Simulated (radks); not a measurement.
Values are calculated unless marked as measured or tabulated.
Q: Valence configurations of Ga I (all share [Ar]). Level of theory: Dirac Kohn-Sham, PBEsol, spin-unpolarised, spherical densities, finite nucleus; open shells fill j = l - 1/2 first; Fermi nuclear charge, rms radius 3.9973 fm (a radial shooting solver on a logarithmic mesh with Libxc functionals). Order these by energy: 3d9.5 4s1.5 4p2; 3d10 4s2 4p1; 3d10 4s1 4p2; 3d9 4s1 4p3; 3d8 4s1 4p4; 3d9.5 4s2 4p1.5; 3d9 4s2 4p2; 3d10 4s1.5 4p1.5; 3d8 4s2 4p3.

A: From the lowest, in eV above it: 3d10 4s2 4p1 0.000; 3d10 4s1.5 4p1.5 3.188; 3d10 4s1 4p2 6.448; 3d9.5 4s2 4p1.5 9.049; 3d9.5 4s1.5 4p2 12.498; 3d9 4s2 4p2 19.968; 3d9 4s1 4p3 27.604; 3d8 4s2 4p3 47.985; 3d8 4s1 4p4 56.599. NIST lists [Ar] 3d10 4s2 4p1 as the ground configuration; this level of theory agrees among the configurations tried. The energies are those of spherical spin-averaged densities, not of single terms.
